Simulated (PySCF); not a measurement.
PySCF input file for BrSi, SMILES [Si]Br (connectivity only; charge and spin as stated), charge +1, multiplicity 1, TDA-CAM-B3LYP/def2-TZVPD. Coordinates come from a B3LYP-D3(BJ)/def2-TZVP optimisation. The spin state was assumed, not searched.

```python
import numpy as np
from pyscf import gto, scf, dft, tdscf

mol = gto.M(
    atom='''
    Si    0.00000000    0.00000000   -1.51599640
    Br    0.00000000    0.00000000    0.60639856
    ''',
    basis='def2-TZVPD',
    charge=1,
    spin=0,
    symmetry=True,
    symmetry_subgroup='C2v',
    max_memory=1600,
    verbose=4,
)
mf = dft.RKS(mol, xc='cam-b3lyp').density_fit(auxbasis='def2-universal-jkfit')
mf.grids.level = 3
mf.conv_tol = 1e-9
mf.max_cycle = 100
mf.kernel()
mf.grids = dft.Grids(mol).set(level=1).build(with_non0tab=True)  # coarser grid for the response kernel
td = tdscf.TDA(mf)
td.singlet = True
td.nstates = 10
td.conv_tol = 1e-4
td.kernel(x0=td.get_init_guess(mf, 15))
td.analyze()
tt = tdscf.TDA(mf)
tt.singlet = False
tt.nstates = 4
tt.conv_tol = 1e-4
tt.kernel(x0=tt.get_init_guess(mf, 9))
tt.analyze(verbose=3)
```

Program output:

```
PySCF version 2.14.0

[INPUT] verbose = 4
[INPUT] num. atoms = 2
[INPUT] num. electrons = 48
[INPUT] charge = 1
[INPUT] spin (= nelec alpha-beta = 2S) = 0
[INPUT] symmetry True subgroup C2v
[INPUT] Mole.unit = angstrom
[INPUT] Symbol           X                Y                Z      unit          X                Y                Z       unit  Magmom
[INPUT]  1 Si     0.000000000000   0.000000000000  -1.515996400000 AA    0.000000000000   0.000000000000  -2.864818001827 Bohr   0.0
[INPUT]  2 Br     0.000000000000   0.000000000000   0.606398560000 AA    0.000000000000   0.000000000000   1.145927200731 Bohr   0.0

nuclear repulsion = 122.171809789258
point group symmetry = Coov, use subgroup C2v
symmetry origin: [0.00000000e+00 0.00000000e+00 1.45008722e-16]
symmetry axis x: [1. 0. 0.]
symmetry axis y: [0. 1. 0.]
symmetry axis z: [0. 0. 1.]
num. orbitals of irrep A1 = 44
num. orbitals of irrep A2 = 10
num. orbitals of irrep B1 = 23
num. orbitals of irrep B2 = 23
number of shells = 34
number of NR pGTOs = 181
number of NR cGTOs = 100
basis = def2-TZVPD
ecp = {}


[settings echo left out]
init E= -2862.78108973826
HOMO (A1) = -0.315892541055405  LUMO (B1) = -0.0952650268008588  gap/eV = 6.00358
cycle= 1 E= -2863.42621269399  delta_E= -0.645  |g|= 0.443  |ddm|= 1.29
HOMO (B1) = -0.630418115338128  LUMO (B2) = -0.373009085334688  gap/eV = 7.00446
cycle= 2 E= -2863.43435769899  delta_E= -0.00815  |g|= 0.41  |ddm|= 0.962
HOMO (A1) = -0.629295945754274  LUMO (B2) = -0.314352235062979  gap/eV = 8.57005
cycle= 3 E= -2863.48188013764  delta_E= -0.0475  |g|= 0.126  |ddm|= 0.462
HOMO (A1) = -0.62291308915316  LUMO (B2) = -0.312220849382752  gap/eV = 8.45437
cycle= 4 E= -2863.4842972253  delta_E= -0.00242  |g|= 0.0144  |ddm|= 0.0984
HOMO (A1) = -0.618190163805398  LUMO (B1) = -0.305702943872191  gap/eV = 8.50321
cycle= 5 E= -2863.48434893808  delta_E= -5.17e-05  |g|= 0.0023  |ddm|= 0.0256
HOMO (A1) = -0.618589945179732  LUMO (B2) = -0.305881332064172  gap/eV = 8.50923
cycle= 6 E= -2863.48435026032  delta_E= -1.32e-06  |g|= 0.00104  |ddm|= 0.00358
HOMO (A1) = -0.618608281369683  LUMO (B2) = -0.305954092684896  gap/eV = 8.50775
cycle= 7 E= -2863.48435065252  delta_E= -3.92e-07  |g|= 0.000135  |ddm|= 0.00155
HOMO (A1) = -0.61862704433366  LUMO (B2) = -0.30597835499642  gap/eV = 8.50760
cycle= 8 E= -2863.48435066672  delta_E= -1.42e-08  |g|= 3.38e-05  |ddm|= 0.000361
HOMO (A1) = -0.618624894075564  LUMO (B2) = -0.305976950701903  gap/eV = 8.50758
cycle= 9 E= -2863.48435066728  delta_E= -5.61e-10  |g|= 1.01e-05  |ddm|= 6.58e-05
HOMO (A1) = -0.618626037163905  LUMO (B1) = -0.305978821887485  gap/eV = 8.50756
Extra cycle  E= -2863.48435066733  delta_E= -4.41e-11  |g|= 6.35e-06  |ddm|= 2.33e-05
converged SCF energy = -2863.48435066733
tot grids = 13744


******** <class 'pyscf.tdscf.rks.TDA'> for <class 'pyscf.df.df_jk.DFSymAdaptedRKS'> ********
nstates = 10 singlet
deg_eia_thresh = 1.000e-03
wfnsym = None
conv_tol = 0.0001
eigh lindep = 1e-12
eigh level_shift = 0
eigh max_cycle = 100


Excitation energies (eV)
[ 4.85459982  5.00439121  5.00439121  5.03917391  5.03918011  6.66138402
  8.55889337  8.55889337 10.07749105 10.28585433]

** Singlet excitation energies and oscillator strengths **
Excited State   1:   A2      4.85460 eV    255.40 nm  f=0.0000
      22 -> 26        0.49809
      23 -> 25       -0.49809
Excited State   2:   B1      5.00439 eV    247.75 nm  f=0.0412
      24 -> 25       -0.69701
Excited State   3:   B2      5.00439 eV    247.75 nm  f=0.0412
      24 -> 26       -0.69701
Excited State   4:   A2      5.03917 eV    246.04 nm  f=0.0000
      22 -> 26       -0.49846
      23 -> 25       -0.49846
Excited State   5:   A1      5.03918 eV    246.04 nm  f=0.0000
      22 -> 25        0.49846
      23 -> 26       -0.49846
Excited State   6:   A1      6.66138 eV    186.12 nm  f=0.0919
      22 -> 25        0.43852
      23 -> 26        0.43852
      24 -> 27        0.30429
Excited State   7:   B1      8.55889 eV    144.86 nm  f=0.0106
      22 -> 27       -0.69157
Excited State   8:   B2      8.55889 eV    144.86 nm  f=0.0106
      23 -> 27        0.69157
Excited State   9:   A1     10.07749 eV    123.03 nm  f=1.7771
      22 -> 25       -0.16823
      23 -> 26       -0.16823
      24 -> 27        0.59879
      24 -> 28        0.15090
      24 -> 34       -0.17970
Excited State  10:   A1     10.28585 eV    120.54 nm  f=0.3418
      24 -> 27       -0.11802
      24 -> 28        0.67536

** Transition electric dipole moments (AU) **
state          X           Y           Z        Dip. S.      Osc.
  1        -0.0000      0.0000      0.0000      0.0000      0.0000
  2        -0.5800      0.0000     -0.0000      0.3364      0.0412
  3        -0.0000     -0.5800      0.0000      0.3364      0.0412
  4         0.0000     -0.0000     -0.0000      0.0000      0.0000
  5         0.0000      0.0000     -0.0000      0.0000      0.0000
  6         0.0000      0.0000     -0.7502      0.5628      0.0919
  7        -0.2245      0.0000     -0.0000      0.0504      0.0106
  8         0.0000      0.2245     -0.0000      0.0504      0.0106
  9        -0.0000     -0.0000      2.6828      7.1977      1.7771
 10         0.0000     -0.0000     -1.1646      1.3564      0.3418

** Transition velocity dipole moments (imaginary part, AU) **
state          X           Y           Z        Dip. S.      Osc.
  1        -0.0000      0.0000      0.0000      0.0000      0.0000
  2        -0.0202     -0.0000      0.0000      0.0004      0.0015
  3        -0.0000     -0.0202      0.0000      0.0004      0.0015
  4         0.0000     -0.0000     -0.0000      0.0000      0.0000
  5         0.0000     -0.0000     -0.0000      0.0000      0.0000
  6         0.0000     -0.0000      0.0524      0.0027      0.0075
  7        -0.0978     -0.0000     -0.0000      0.0096      0.0203
  8         0.0000      0.0978     -0.0000      0.0096      0.0203
  9        -0.0000      0.0000      0.6609      0.4367      0.7862
 10         0.0000      0.0000     -0.3077      0.0947      0.1670

** Transition magnetic dipole moments (imaginary part, AU) **
state          X           Y           Z
  1        -0.0000      0.0000      0.0000
  2        -0.0000     -1.5789     -0.0000
  3         1.5789     -0.0000     -0.0000
  4         0.0000     -0.0000      0.0000
  5         0.0000      0.0000     -0.0000
  6         0.0000      0.0000     -0.0000
  7         0.0000     -0.1774     -0.0000
  8        -0.1774     -0.0000      0.0000
  9        -0.0000     -0.0000      0.0000
 10         0.0000      0.0000      0.0000


******** <class 'pyscf.tdscf.rks.TDA'> for <class 'pyscf.df.df_jk.DFSymAdaptedRKS'> ********
nstates = 4 triplet
deg_eia_thresh = 1.000e-03
wfnsym = None
conv_tol = 0.0001
eigh lindep = 1e-12
eigh level_shift = 0
eigh max_cycle = 100


Excitation energies (eV)
[3.41113452 3.41113452 4.3260125  4.54470117]

** Triplet excitation energies and oscillator strengths **
Excited State   1:   B1      3.41113 eV    363.47 nm  f=0.0000
Excited State   2:   B2      3.41113 eV    363.47 nm  f=0.0000
Excited State   3:   A1      4.32601 eV    286.60 nm  f=0.0000
Excited State   4:   A2      4.54470 eV    272.81 nm  f=0.0000
```

The run converged.
